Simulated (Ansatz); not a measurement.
## A cut through the energy surface

CH₃BBr (SMILES C[B]Br), doublet, at its PBE0-D4/def2-TZVP minimum:

```xyz
6
angstrom
C -0.3204 0.3373 -0.3110
B 0.1576 -1.0562 0.1442
Br 1.6168 -1.4193 1.2885
H -1.0264 0.6877 0.4556
H 0.4850 1.0760 -0.3698
H -0.8703 0.3104 -1.2536
```

The dihedral angle H4–C1–B2–Br3 (-87.7° at the minimum) is set to the values below, with the rest relaxed at PBE0-D4/def2-TZVP at each step (the four atoms are held in place, so their three bonds and two angles keep the values of the minimum). Each method's energies count from its own value at the PBE0-D4 minimum structure. Computed with Ansatz 0.2.0 (basis: def2-TZVPP); correlated methods freeze the cores; orbitals are unrestricted. Filled d shells of the heavier atoms are correlated. The def2 sets are not built for correlating such inner shells, so the correlated values are less sure here. B3LYP uses VWN-RPA correlation.

CCSD(T) energies along the scan:
| dihedral angle (°) | CCSD(T) (meV) |
| --- | --- |
| -84.9 | 0 |
| -71.5 | 2 |
| -58.2 | 7 |
| -44.9 | 14 |
| -31.5 | 23 |
| -18.2 | 32 |
| -4.9 | 39 |
| 8.5 | 38 |
| 21.8 | 30 |
They count from the CCSD(T) energy at the PBE0-D4 minimum.

Largest difference from the CCSD(T) curve over the scan: PBE0-D4 2; B3LYP-D4 3; wB97M-V 4; HF 8 meV. Each curve counts from its own value at the minimum.

T1 diagnostic: at most 0.013. ⟨S²⟩ of the unrestricted Hartree–Fock references: 0.76 (a pure state has 0.75).

For scale, one of the runs: CCSD(T)/def2-TZVPP, 152 basis functions (an equivalent command: `ansatz run in.yaml --threads 4`). Hardware: 4 CPU threads, shared host. Wall time 57 s; peak host memory 2.5 GiB.
